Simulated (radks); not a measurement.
Pb+, 81 electrons, occupied as [Hg] 6p1.

Method: scalar-relativistic Kohn-Sham, SCAN, spin-polarised, spherical densities, finite nucleus; open shells are filled with parallel spins first (spin-orbit coupling, left out, can overturn this in heavy ions); meta-GGA in the generalised Kohn-Sham scheme; Fermi nuclear charge, rms radius 5.5012 fm; computed with a radial shooting solver on a logarithmic mesh with Libxc functionals.

Energy parts (eV):
| part | energy |
|---|---|
| total | -568147.04 |
| kinetic | 641741.01 |
| electron-nucleus | -1417516.42 |
| Hartree | 218178.17 |
| exchange-correlation | -10549.80 |

Orbitals (lengths in bohr, moments of r in powers of bohr; <r^-3> diverges for s and p1/2; r(90%) holds 90 % of the orbital's charge):
orbital,occ.,eigenvalue (eV),<r>,<r^4>,r(90%),<r^-3>
1s up,1,-88186.57,0.01605,3.540e-07,0.0294,-
1s down,1,-88186.56,0.01605,3.540e-07,0.0294,-
2s up,1,-15810.20,0.06758,0.00005101,0.105,-
2s down,1,-15810.20,0.06758,0.00005101,0.105,-
2p up,3,-13562.54,0.06143,0.00004238,0.100,29570
2p down,3,-13562.53,0.06143,0.00004238,0.100,29570
3s up,1,-3814.689,0.1744,0.001826,0.256,-
3s down,1,-3814.682,0.1744,0.001826,0.256,-
3p up,3,-3166.664,0.1764,0.002042,0.264,6866
3p down,3,-3166.656,0.1764,0.002042,0.264,6866
3d up,5,-2503.235,0.1600,0.001574,0.248,831.5
3d down,5,-2503.226,0.1600,0.001574,0.248,831.5
4s up,1,-876.4519,0.3841,0.03982,0.550,-
4s down,1,-876.4446,0.3841,0.03982,0.550,-
4p up,3,-663.1295,0.4095,0.05348,0.593,1685
4p down,3,-663.1232,0.4095,0.05348,0.593,1685
4d up,5,-414.9606,0.4309,0.07223,0.641,181.1
4d down,5,-414.9494,0.4309,0.07223,0.641,181.1
4f up,7,-142.0830,0.4539,0.1194,0.720,36.67
4f down,7,-142.0621,0.4539,0.1194,0.720,36.68
5s up,1,-154.5262,0.8554,0.9657,1.22,-
5s down,1,-154.5555,0.8559,0.9676,1.22,-
5p up,3,-95.5943,0.9769,1.728,1.41,310.0
5p down,3,-95.6540,0.9769,1.725,1.41,309.7
5d up,5,-29.4209,1.303,6.828,1.98,21.23
5d down,5,-29.3032,1.295,6.614,1.97,21.45
6s up,1,-19.9067,2.257,50.56,3.29,-
6s down,1,-19.3437,2.228,47.06,3.23,-
6p up,1,-10.3629,2.971,158.1,4.39,25.75

The highest occupied level is 6p up at -10.363 eV. For comparison, the ionisation energy in NIST's Atomic Spectra Database is 15.032 eV (measured). In exact Kohn-Sham theory the highest level is minus the ionisation energy, but local and semilocal functionals leave it too shallow, through self-interaction and a potential that decays too fast; potentials with the right tail come closer. The electron density at the nucleus is 2.954e+06 e/bohr^3 (large components only). The density falls to 0.001 e/bohr^3 at r = 4.21 bohr. The spin density at the nucleus is -4.804 e/bohr^3 (1s -0.141, 2s 0.067, 3s 0.310, 4s 0.413, 5s 2.925, 6s -8.379). Spin moment in Bohr magnetons: 1. Summed over all electrons, <r^2> = 56.82 bohr^2, which gives a Langevin (diamagnetic) susceptibility term of -45 x 10^-6 cm^3/mol.

Empty levels of this run are not shown, since the potential may be unsettled where no density lies.
